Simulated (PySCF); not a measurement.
CH4N2O2Si, SMILES N#CO[Si@@H](N)O. Geometry optimised at PBE-D3(BJ)/def2-SVP. The structure was generated by enumeration; whether it is a known compound was not checked. One conformer was computed; it need not be the lowest.

Problem. Give the equilibrium geometry at PBE-D3(BJ)/def2-SVP (PySCF confirms it by a frequency run) as a Z-matrix. (An estimate is asked for; the answer gives what the named calculation found.)

Solution. Several could match; the one computed here: 
```
Si
O 1 1.6569
H 2 0.9775 1 116.62
N 1 1.6965 2 110.13 3 145.91
H 4 1.0201 1 122.12 2 151.84
H 4 1.0211 5 113.36 1 -167.11
O 1 1.7727 2 104.18 3 26.00
C 7 1.2854 1 119.60 2 -18.16
N 8 1.1803 3 90.75 2 -171.32
H 1 1.4884 2 117.59 3 -87.92
```
